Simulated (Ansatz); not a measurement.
A nudged elastic band was laid between two geometries of ClGaH₃NO (7 atoms, charge 0, multiplicity 1).

The calculation used RHF/def2-SVP in Ansatz 0.2.0.

```json
{
 "movable images": "5",
 "climbing image": "yes",
 "spring": "5.0 eV/Å²",
 "optimiser": "quadratic models (default)",
 "start path": "through a guess of the saddle point",
 "force threshold": "0.05 eV/Å",
 "iteration limit": "60",
 "end points": "relaxed"
}
```

Initial state:

```xyz
7
Properties=species:S:1:pos:R:3
Ga -0.326 0.275 0.447
N 0.282 0.095 -1.238
O 0.087 -0.817 1.768
H 0.662 -1.551 1.626
Cl -1.637 1.904 0.929
H 0.892 -0.631 -1.554
H 0.041 0.725 -1.977
```

Final state:

```xyz
7
Properties=species:S:1:pos:R:3
Ga -0.557 0.299 1.081
N 0.446 -0.283 -0.710
O 0.038 -0.631 2.307
H 1.075 -1.009 -0.400
Cl -1.833 1.838 0.284
H -0.159 -0.664 -1.421
H 0.989 0.450 -1.140
```

(1) Which bonds break or form, and what moves?

(2) Give the energies along the band, and the barrier.

(3) What is the geometry of the highest image?

The band took 14 iterations and roughly 2.2 core-minutes.

## Answers

(1) Bonds broken: O3–H4. Bonds formed: N2–H4.

(2) The run converged. The highest image is number 4 of 0 to 6, 280.7 kJ/mol above the first end and 67.0 kJ/mol above the last; the last end lies 213.7 kJ/mol above the first. Neighbouring images differ by up to 1.9 eV, so the band resolves the path poorly. A vibrational analysis at the climbing image gives one clearly imaginary mode, 1807i cm⁻¹: a first-order saddle point. The orbitals stay closed-shell, which can raise the energy where a bond breaks towards radicals; this wasn't checked here.

| image | path coordinate (Å) | energy (kJ/mol) | O3–H4 (Å) | N2–H4 (Å) |
| --- | --- | --- | --- | --- |
| 0 | 0.00 | 0.0 | 0.94 | 3.32 |
| 1 | 0.78 | 12.2 | 0.94 | 3.17 |
| 2 | 1.55 | 35.5 | 0.95 | 2.99 |
| 3 | 2.33 | 96.7 | 0.96 | 2.11 |
| 4 | 3.10 | 280.7 | 1.36 | 1.22 |
| 5 | 3.78 | 223.7 | 2.21 | 1.02 |
| 6 | 4.45 | 213.7 | 2.92 | 1.01 |

(3) 
```xyz
7
Properties=species:S:1:pos:R:3
Ga -0.590 0.408 0.838
N 0.415 -0.241 -0.779
O 0.397 -0.778 1.558
H 0.748 -0.818 0.245
Cl -2.065 1.933 0.846
H -0.028 -0.817 -1.476
H 1.123 0.314 -1.232
```

Run time: 72 s on 2 threads of Intel(R) Xeon(R) 6975P-C (Granite Rapids), on a shared host, peak memory 0.21 GiB.
